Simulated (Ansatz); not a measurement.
Steps of a relaxation of C$_{3}$H$_{8}$AlCl with RKS PBE0-D4/def2-TZVP.

```sh
$ ansatz run in.yaml --threads 4 --pin off --events-out ev --progress --plain --max-ram 10444MiB
```

```yaml
crystal:
  periodic: [false, false, false]
  atoms:
    - {symbol: C, position_ang: [-1.500884, 1.264912, -0.064937]}
    - {symbol: C, position_ang: [-0.258364, 0.615402, 0.547544]}
    - {symbol: C, position_ang: [0.098741, -0.757072, 0.031409]}
    - {symbol: Al, position_ang: [1.935511, -1.512147, -0.058822]}
    - {symbol: Cl, position_ang: [0.526482, -0.664179, -1.872391]}
    - {symbol: H, position_ang: [-1.718253, 2.245483, 0.404036]}
    - {symbol: H, position_ang: [-2.396348, 0.621351, 0.060272]}
    - {symbol: H, position_ang: [-1.357553, 1.433289, -1.151713]}
    - {symbol: H, position_ang: [-0.411275, 0.461762, 1.642519]}
    - {symbol: H, position_ang: [0.618713, 1.293137, 0.466610]}
    - {symbol: H, position_ang: [-0.764693, -1.453333, 0.031991]}
    - {symbol: H, position_ang: [2.108316, -3.092301, -0.210881]}
    - {symbol: H, position_ang: [3.139908, -0.491105, 0.189164]}
basis:
  gaussian: {orbitals: def2-TZVP}
hamiltonian: {xc: pbe0, dispersion: d4}
relax: {f_tol: 0.005, max_steps: 150}
```

Positions (Å) and forces (eV/Å) along the path, 8 of 8 steps:

```xyz
13
step=1 energy=-22351.6749 eV
C    -1.501    1.265   -0.065   -0.190    0.066   -0.154
C    -0.258    0.615    0.548    0.181    0.126    0.240
C     0.099   -0.757    0.031   -0.201   -0.160   -0.232
Al    1.936   -1.512   -0.059   -0.182    0.093   -0.109
Cl    0.526   -0.664   -1.872   -0.007   -0.060    0.535
H    -1.718    2.245    0.404    0.131   -0.479   -0.207
H    -2.396    0.621    0.060    0.444    0.292   -0.046
H    -1.358    1.433   -1.152   -0.069   -0.074    0.534
H    -0.411    0.462    1.643    0.044    0.067   -0.509
H     0.619    1.293    0.467   -0.432   -0.328   -0.003
H    -0.765   -1.453    0.032    0.452    0.388   -0.042
H     2.108   -3.092   -0.211   -0.021    0.196    0.021
H     3.140   -0.491    0.189   -0.149   -0.126   -0.030
13
step=2 energy=-22351.7190 eV
C    -1.492    1.253   -0.066   -0.057    0.024   -0.036
C    -0.254    0.615    0.546    0.048    0.021    0.122
C     0.098   -0.753    0.037   -0.049   -0.039   -0.284
Al    1.922   -1.506   -0.058   -0.133    0.050   -0.065
Cl    0.525   -0.654   -1.850    0.038   -0.042    0.287
H    -1.708    2.221    0.402    0.028   -0.131   -0.064
H    -2.373    0.611    0.062    0.126    0.084   -0.014
H    -1.354    1.423   -1.140   -0.021   -0.021    0.154
H    -0.406    0.469    1.630    0.016    0.041   -0.158
H     0.612    1.286    0.455   -0.126   -0.103    0.004
H    -0.762   -1.433    0.018    0.148    0.105    0.055
H     2.094   -3.073   -0.210   -0.001    0.021    0.000
H     3.117   -0.494    0.189   -0.017   -0.012   -0.001
13
step=3 energy=-22351.7263 eV
C    -1.490    1.251   -0.065    0.011   -0.003    0.011
C    -0.253    0.615    0.543   -0.007   -0.003   -0.013
C     0.098   -0.749    0.028    0.071   -0.015   -0.096
Al    1.913   -1.503   -0.062   -0.019    0.016    0.001
Cl    0.534   -0.655   -1.840   -0.037   -0.011    0.134
H    -1.708    2.212    0.404   -0.011    0.032    0.014
H    -2.364    0.608    0.059   -0.030   -0.021    0.005
H    -1.352    1.425   -1.133    0.001    0.007   -0.038
H    -0.403    0.471    1.622   -0.001   -0.003    0.022
H     0.608    1.282    0.449    0.031    0.027   -0.004
H    -0.752   -1.431    0.031   -0.031   -0.018   -0.033
H     2.084   -3.067   -0.213    0.001   -0.018   -0.004
H     3.105   -0.494    0.192    0.021    0.010    0.001
13
step=4 energy=-22351.7272 eV
C    -1.495    1.248   -0.063    0.001   -0.001   -0.017
C    -0.252    0.618    0.541    0.018   -0.043    0.036
C     0.104   -0.746    0.020   -0.049    0.064    0.013
Al    1.916   -1.504   -0.058    0.038   -0.005    0.032
Cl    0.540   -0.641   -1.829   -0.001   -0.009   -0.036
H    -1.715    2.211    0.403    0.004    0.004   -0.005
H    -2.368    0.604    0.068    0.005   -0.006   -0.002
H    -1.361    1.416   -1.134   -0.020    0.012    0.002
H    -0.398    0.474    1.620   -0.001    0.005    0.001
H     0.605    1.292    0.444   -0.002   -0.012   -0.007
H    -0.748   -1.428    0.019    0.019    0.010   -0.001
H     2.068   -3.071   -0.209    0.010   -0.007   -0.010
H     3.123   -0.508    0.195   -0.023   -0.012   -0.007
13
step=5 energy=-22351.7276 eV
C    -1.494    1.250   -0.064    0.000    0.000    0.000
C    -0.252    0.618    0.542    0.008   -0.008    0.006
C     0.102   -0.746    0.022   -0.011    0.002   -0.010
Al    1.915   -1.506   -0.054    0.013   -0.003    0.000
Cl    0.539   -0.648   -1.830   -0.006    0.005   -0.004
H    -1.713    2.212    0.403    0.000    0.002    0.000
H    -2.367    0.605    0.067    0.000   -0.002    0.000
H    -1.361    1.420   -1.135   -0.003    0.002    0.000
H    -0.398    0.475    1.621   -0.002    0.004   -0.002
H     0.607    1.289    0.444    0.001    0.000   -0.001
H    -0.750   -1.427    0.021    0.002   -0.001    0.004
H     2.078   -3.072   -0.216   -0.001    0.000    0.004
H     3.117   -0.505    0.195   -0.003   -0.001    0.004
13
step=6 energy=-22351.7276 eV
C    -1.494    1.250   -0.064   -0.001    0.001    0.002
C    -0.251    0.618    0.540    0.002    0.000   -0.001
C     0.102   -0.746    0.020    0.001   -0.007   -0.006
Al    1.915   -1.506   -0.055   -0.001   -0.001    0.008
Cl    0.538   -0.648   -1.832   -0.002    0.003    0.002
H    -1.713    2.212    0.405    0.000    0.000    0.000
H    -2.367    0.604    0.068    0.001    0.000    0.000
H    -1.363    1.422   -1.134    0.000    0.000    0.001
H    -0.396    0.475    1.620    0.000    0.002   -0.002
H     0.608    1.289    0.441    0.000    0.000    0.000
H    -0.750   -1.427    0.020   -0.001    0.000    0.000
H     2.079   -3.072   -0.214    0.000    0.002   -0.001
H     3.115   -0.504    0.200    0.001    0.001   -0.001
13
step=7 energy=-22351.7277 eV
C    -1.494    1.250   -0.063    0.001    0.001   -0.003
C    -0.251    0.617    0.539   -0.005   -0.001    0.002
C     0.101   -0.746    0.018    0.000    0.000   -0.001
Al    1.914   -1.506   -0.053    0.006   -0.004    0.001
Cl    0.538   -0.648   -1.833    0.000    0.001    0.000
H    -1.713    2.212    0.406    0.001    0.000    0.000
H    -2.367    0.604    0.070    0.000   -0.001    0.000
H    -1.365    1.422   -1.134   -0.001    0.000    0.001
H    -0.394    0.475    1.619    0.002    0.000   -0.001
H     0.608    1.288    0.439    0.000   -0.001   -0.001
H    -0.751   -1.428    0.017   -0.001    0.002    0.002
H     2.079   -3.072   -0.213    0.000    0.002    0.000
H     3.114   -0.504    0.202   -0.001    0.000    0.000
13
step=8 energy=-22351.7277 eV
C    -1.494    1.250   -0.063    0.000    0.000    0.000
C    -0.251    0.617    0.539    0.001    0.000   -0.001
C     0.101   -0.746    0.018    0.000    0.000    0.000
Al    1.914   -1.506   -0.053    0.001    0.000    0.000
Cl    0.539   -0.647   -1.833    0.000    0.000    0.000
H    -1.712    2.212    0.406    0.000   -0.001    0.000
H    -2.367    0.604    0.070    0.000    0.000    0.000
H    -1.366    1.422   -1.134    0.000    0.000    0.000
H    -0.394    0.475    1.619    0.000    0.000    0.001
H     0.608    1.288    0.438    0.000    0.000    0.000
H    -0.751   -1.428    0.017   -0.001    0.000    0.000
H     2.079   -3.072   -0.214    0.000    0.000    0.000
H     3.114   -0.504    0.203    0.000    0.000    0.000
```

It took 39 s on 4 threads of an Arm Neoverse V1 on a shared host, with 0.63 GiB of host memory at the peak.
